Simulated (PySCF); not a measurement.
C4H8Si2, SMILES `C1=C[SiH2]C([SiH3])=C1`, neutral singlet in the gas phase. 

Cartesian coordinates (Å):
```xyz
14

Si     2.3052     0.2380    -0.4601
C      0.5071     0.0154    -0.0933
C     -0.0452    -1.1600     0.2833
C     -1.5008    -1.1988     0.5468
C     -2.1736    -0.0461     0.3896
Si    -0.9193     1.2359    -0.1348
H      3.0213    -1.0489    -0.2786
H      2.9044     1.2550     0.4392
H      2.5044     0.7091    -1.8531
H      0.5317    -2.0742     0.4005
H     -1.9645    -2.1321     0.8502
H     -3.2384     0.0317     0.5571
H     -1.1690     1.8057    -1.4807
H     -0.7661     2.3548     0.8260
```
Charge 0, multiplicity 1.

All levels are single points at this geometry (B3LYP-D3(BJ)/def2-TZVP); Pople sets use spherical d functions. Orbital energies aren't observables, and empty levels follow the basis.

```json
[
 {"level": "B3LYP-D3(BJ)/def2-TZVP in PySCF", "HOMO (eV)": "-6.77", "LUMO (eV)": "-2.02", "gap (eV)": "4.75", "dipole (D)": "1.29", "vertical IE, Delta-SCF (eV)": "8.74"},
 {"level": "B3LYP/3-21G in PySCF", "HOMO (eV)": "-6.51", "LUMO (eV)": "-1.55", "gap (eV)": "4.96", "dipole (D)": "1.13", "vertical IE, Delta-SCF (eV)": "–"},
 {"level": "B3LYP/6-311+G** in PySCF", "HOMO (eV)": "-6.77", "LUMO (eV)": "-2.02", "gap (eV)": "4.75", "dipole (D)": "1.16", "vertical IE, Delta-SCF (eV)": "–"},
 {"level": "M06-2X/6-31G* in PySCF", "HOMO (eV)": "-7.89", "LUMO (eV)": "-0.66", "gap (eV)": "7.23", "dipole (D)": "1.19", "vertical IE, Delta-SCF (eV)": "–"},
 {"level": "PBE/6-31G* in PySCF", "HOMO (eV)": "-5.74", "LUMO (eV)": "-2.42", "gap (eV)": "3.32", "dipole (D)": "1.30", "vertical IE, Delta-SCF (eV)": "8.52"},
 {"level": "SVWN5/6-31G* in PySCF", "HOMO (eV)": "-5.87", "LUMO (eV)": "-2.57", "gap (eV)": "3.30", "dipole (D)": "1.24", "vertical IE, Delta-SCF (eV)": "8.70"}
]
```
